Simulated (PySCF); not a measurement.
**Fine-structure interval along the 19-electron series**

Calculated with PySCF 2.14 and a two-component X2C-1e Hamiltonian (Gaussian nucleus, no Breit or QED terms), each ion in its own even-tempered basis scaled to its charge; GMP2 freezes [Ne] and drops the highest virtual spinors. Values in cm⁻¹.

```csv
ion,configuration,GHF (screened spin-orbit),GMP2 (screened spin-orbit),GHF (bare spin-orbit)
Yb⁵¹⁺,[Ar] 3d1,482690,483180,563850
Lu⁵²⁺,[Ar] 3d1,516170,516700,601560
Hf⁵³⁺,[Ar] 3d1,551530,552090,641320
```

Between Z = 70 and Z = 72 the GHF (bare spin-orbit) value grows as Z to the power 4.57.
